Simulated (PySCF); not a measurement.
Species: C6H16N2Si.
Atom-mapped SMILES: `[CH3:1][C@@H:2]1[CH2:3][CH2:4][CH2:5][N:6]([CH3:7])[N:8]1[SiH3:9]`

NICS = −σ at a ghost point: NICS(0) at the centroid of the ring atoms, NICS(1) 1 Å to either side along the normal of their mean plane, zz for the tensor component along that normal. Level: GIAO PBE0/pcSseg-1 (PySCF, non-relativistic, gas phase) on the GFN2-xTB geometry, one conformer.

Ring bond lengths (Å), with Mayer bond orders in brackets: C2–C3 1.536 (0.99), C3–C4 1.527 (1.04), C4–C5 1.533 (1.02), C5–N6 1.452 (0.95), N6–N8 1.413 (0.98), N8–C2 1.452 (0.88).

Question: What do the NICS probes read (ppm)?

Answer: 
| ring | type | NICS(0) | NICS(1), two faces | NICS(1)zz, two faces | rms pucker (Å) | centre to ring atoms, mean (Å) |
| --- | --- | --- | --- | --- | --- | --- |
| C2–C3–C4–C5–N6–N8 | 6-membered ring with 2 N; formal bonds all single | -1.1 | -1.6 / -1.5 | 2.4 / 2.4 | 0.22 | 1.43 |

Question: What can be read from them?

Answer: 
- C2–C3–C4–C5–N6–N8: mean NICS(1)zz 2.4 ppm, near zero. C2, C3, C4, C5 have four or more neighbours, so the value isn't read as a sign of a π ring current.

Question: What is the mean of the two in-plane components of NICS at the second NICS(1) probe listed for ring C2–C3–C4–C5–N6–N8, 1 Å off the ring?

Answer: The isotropic value is a third of the trace: (3 × -1.5 − (2.4))/2 = -3.5 ppm.

Question: What are the shieldings of the ring atoms and their hydrogens in the same run (means over atoms taken as equivalent)?

Answer: 
```csv
atoms,environment,σ isotropic (ppm),"principal values of the symmetric part, first atom (ppm)"
C2,sp3 carbon bound to nitrogen,140.2,"131.8, 136.0, 152.7"
C3,ring CH2 carbon,150.8,"138.8, 152.2, 161.3"
C4,ring CH2 carbon,164.9,"154.7, 161.5, 178.6"
C5,sp3 carbon bound to nitrogen,134.4,"120.1, 125.0, 158.2"
N6,hydrazine nitrogen,181.2,"133.0, 154.3, 256.4"
N8,hydrazine nitrogen,172.1,"124.8, 140.0, 251.5"
H on C2,methine hydrogen,28.52,"24.8, 28.6, 32.1"
H on C3,methylene hydrogen,30.28,"25.3, 29.3, 36.2"
H on C3,methylene hydrogen,30.50,"27.6, 29.4, 34.5"
H on C4,methylene hydrogen,29.67,"26.2, 28.0, 34.8"
H on C4,methylene hydrogen,30.50,"25.5, 27.7, 38.3"
H on C5,methylene hydrogen,29.04,"24.6, 27.6, 34.8"
H on C5,methylene hydrogen,28.43,"23.6, 28.0, 33.7"
```
